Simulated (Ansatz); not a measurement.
`[AlH2][SiH2]S` and `C[O][AlH][SiH2]S` differ in one atom or group.

Ansatz, PBE0-D4/def2-TZVP geometries, multiplicity 1. Each molecule was computed in one conformer, which needn't be the lowest.

| property | `[AlH2][SiH2]S` |
| --- | --- |
| LUMO energy (ωB97M-V/def2-TZVPP) / eV | -0.55 |
| ideal-gas entropy at 298 K and 1 bar (rigid rotor, harmonic PBE0-D4/def2-TZVP) / J/(mol·K) | 341 |
| LUMO energy (B3LYP/def2-TZVPP) / eV | -2.38 |
| LUMO energy (PBE0/def2-TZVPP) / eV | -2.19 |
| size of the dipole moment (B3LYP/def2-TZVPP) / D | 0.88 |
| HOMO energy (PBE/def2-TZVPP) / eV | -6.15 |

Question: Give the same properties after the change, and the shifts. (Best estimate.)

Answer: Computed: 
```tsv
property	`C[O][AlH][SiH2]S`	shift
LUMO energy (ωB97M-V/def2-TZVPP) / eV	0.10	0.65
ideal-gas entropy at 298 K and 1 bar (rigid rotor, harmonic PBE0-D4/def2-TZVP) / J/(mol·K)	412	71
LUMO energy (B3LYP/def2-TZVPP) / eV	-1.72	0.66
LUMO energy (PBE0/def2-TZVPP) / eV	-1.55	0.64
size of the dipole moment (B3LYP/def2-TZVPP) / D	2.50	1.62
HOMO energy (PBE/def2-TZVPP) / eV	-5.97	0.18
```

With PBE0 the HOMO rises by 0.19 eV and the LUMO rises by 0.64 eV, so the gap widens by about 0.45 eV. PBE moves the HOMO by 0.18 eV and ωB97M-V by 0.19 eV. The zero-point energy changes by 95.8 kJ/mol with +12 modes. Dipoles are sizes alone; their direction can turn. Modes under 60 cm⁻¹, often nearly free rotors, make the harmonic entropy too high.

B3LYP here is the variant with VWN-RPA as its local correlation; programs differ in this.
